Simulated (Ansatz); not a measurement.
Frontier orbitals of C₂H₇AlSe, SMILES `C[CH2][AlH][SeH]`.

Z-matrix (Å, degrees):
```
C
C 1 1.526
H 1 1.093 2 111.7
H 1 1.094 2 112.0 3 -120.1
H 1 1.093 2 111.7 3 119.8
Al 2 1.956 1 117.4 3 -59.9
H 2 1.098 1 110.4 3 62.7
H 2 1.098 1 110.4 3 177.6
Se 6 2.322 2 121.1 1 0.0
H 6 1.585 2 123.7 1 179.9
H 9 1.470 6 92.3 2 -0.0
```

Total charge 0; spin multiplicity 1. Correlated methods include outer-core shells of Se, which these sets cover unevenly. Scalar relativity is left out up to krypton. The structure was optimised at the PBE0-D4/def2-TZVP level. It is one conformer, not always the lowest. Basis def2-TZVPP, the Gaussian-basis code of Ansatz.

Orbital energies of one run (eV). Highest occupied ones, from the top: -6.82, -7.21, -7.86, -9.30, -9.42, -10.16, -10.83, -11.46, -11.86, -16.63, -18.59, -20.52, -56.01, -56.01. Empty: -1.21, -0.05, 0.07, 1.33, 1.73, 2.72.

(1) Which functional gave them?
A. r2SCANh
B. ωB97M-V
C. r2SCAN0
D. BLYP

Results:

(1) A. HOMO energies: r2SCANh -6.82, BLYP -5.96, ωB97M-V -9.37, r2SCAN0 -7.42 eV.
